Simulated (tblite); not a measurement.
**Question.** What does the GFN2-xTB structure of InChI=1S/C4H8ClFSi2/c1-2-8(5)3-7-4(8)6/h2,4H,1,3,7H2/t4-,8-/m1/s1 look like in three dimensions?

**Answer.** 
```
atom  x, y, z in Å
C1    -3.0390   -0.0396   -0.2667
C2    -1.8334    0.3807    0.0863
Si3   -0.2248   -0.4441   -0.4218
Cl4   -0.5608   -2.0321   -1.6373
C5     1.1632    0.7277   -1.0526
Si6    2.2733    0.4334    0.4866
C7     0.9554   -0.8691    1.0607
F8     0.4205   -0.6320    2.3268
H9    -3.1759   -0.9025   -0.8980
H10   -3.9408    0.4569    0.0558
H11   -1.7498    1.2495    0.7263
H12    1.6164    0.4067   -1.9871
H13    0.8557    1.7593   -1.2011
H14    3.5865   -0.1471    0.2153
H15    2.3404    1.5655    1.4037
H16    1.3056   -1.9042    1.0915
```

Orientation and origin are arbitrary. Atoms count from 1 in this order. Si3 (chlorine-bound silicon) has angles from 86.9° to 116.1°. The 4-membered ring Si3–C5–Si6–C7 has internal angles of 86.9° to 93.5° (sum 360°, against 360° for a flat polygon); it is slightly puckered (a soft mode that the optimisation may not have finished), 0.04 Å rms from its mean plane, widest ring torsion 5°. Of the pairs four or more bonds apart, Cl4···H9 is among the closest relative to their van der Waals radii: 2.94 Å, 100 % of the sum of Bondi's values. Si6 (SiH2 silicon) has angles from 87.0° to 115.6°.

Bonds between heavy atoms (Å): C1=C2 1.325, C2–Si3 1.878, Si3–Cl4 2.028, Si3–C5 1.923, C5–Si6 1.920, Si6–C7 1.940, C7–F8 1.395, Si3–C7 1.942.

Structure optimised with GFN2-xTB, isolated species.

Point group: C1 (no symmetry element, even within 0.4 Å). Its GFN2-xTB frequencies are all real (lowest 33 cm⁻¹). One conformer, not necessarily the lowest (C1–C2–Si3–Cl4 2°). 2 starts were optimised and ended at 0.00 and 0.74 kcal/mol (GFN2-xTB); the lowest of these is shown.

The numbers are calculated, not measured.
